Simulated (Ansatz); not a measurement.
`F[SiH2]N[SiH2]Cl` and `O[SiH2]N[SiH2]Cl` differ in one atom or group.

Ansatz, PBE0-D4/def2-TZVP geometries, multiplicity 1. Each molecule was computed in one conformer, which needn't be the lowest.

```
                                          property  `F[SiH2]N[SiH2]Cl`
                 HOMO energy (PBE/def2-TZVPP) / eV               -7.24
  size of the dipole moment (B3LYP/def2-TZVPP) / D                2.39
              HOMO–LUMO gap (PBE0/def2-TZVPP) / eV                8.69
             LUMO energy (ωB97M-V/def2-TZVPP) / eV                1.68
             HOMO–LUMO gap (B3LYP/def2-TZVPP) / eV                8.20
size of the dipole moment (ωB97M-V/def2-TZVPP) / D                2.36
```

What does the change do to each property? (Estimate.)

Ansatz gave: 
```tsv
property	`O[SiH2]N[SiH2]Cl`	shift
HOMO energy (PBE/def2-TZVPP) / eV	-6.89	0.35
size of the dipole moment (B3LYP/def2-TZVPP) / D	2.02	-0.37
HOMO–LUMO gap (PBE0/def2-TZVPP) / eV	8.45	-0.24
LUMO energy (ωB97M-V/def2-TZVPP) / eV	1.73	0.05
HOMO–LUMO gap (B3LYP/def2-TZVPP) / eV	7.94	-0.26
size of the dipole moment (ωB97M-V/def2-TZVPP) / D	2.03	-0.33
```

With PBE0 the HOMO rises by 0.35 eV and the LUMO rises by 0.11 eV, so the gap narrows by about 0.24 eV. PBE moves the HOMO by 0.35 eV and ωB97M-V by 0.35 eV. Dipoles are sizes alone; their direction can turn.

B3LYP here is the variant with VWN-RPA as its local correlation; programs differ in this.
